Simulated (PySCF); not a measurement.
B(F)(OH)(NMe2) (C2H7BFNO), SMILES CN(C)B(O)F.

Geometry optimised at PBE0-D3(BJ)/def2-SVP. This is a generated structure with no PubChem entry under its InChIKey; it may be hypothetical. Other conformers were not sampled.

Calculation: TDA-PBE/def2-SVPD run with PySCF.

Vertical excitations. Gas-phase values at a fixed geometry. State labels are in the subgroup Cs.

Computed excitation energies, oscillator strengths and character:
```csv
state,symmetry,energy (eV),λ (nm),f,main pairs
S1,A",5.03,246,0.004,HOMO→LUMO 100 %
S2,A",6.13,202,0.016,HOMO→LUMO+1 100 %
S3,A",6.43,193,0.011,HOMO→LUMO+2 100 %
S4,A",6.95,178,0.001,HOMO→LUMO+4 100 %
S5,A',7.13,174,0.175,HOMO→LUMO+3 83 %
S6,A",7.54,164,0.000,HOMO→LUMO+5 99 %
S7,A",7.66,162,0.010,HOMO−1→LUMO 100 %
S8,A',7.95,156,0.080,"HOMO→LUMO+7 61 %, HOMO→LUMO+6 34 %"
S9,A',8.06,154,0.000,HOMO−2→LUMO 94 %
S10,A",8.16,152,0.002,HOMO→LUMO+8 99 %
T1,A",4.96,250,0,HOMO→LUMO 100 %
T2,A",6.02,206,0,HOMO→LUMO+1 100 %
T3,A',6.28,197,0,HOMO→LUMO+3 97 %
T4,A",6.32,196,0,HOMO→LUMO+2 100 %
```
Triplets are in the Tamm–Dancoff approximation.
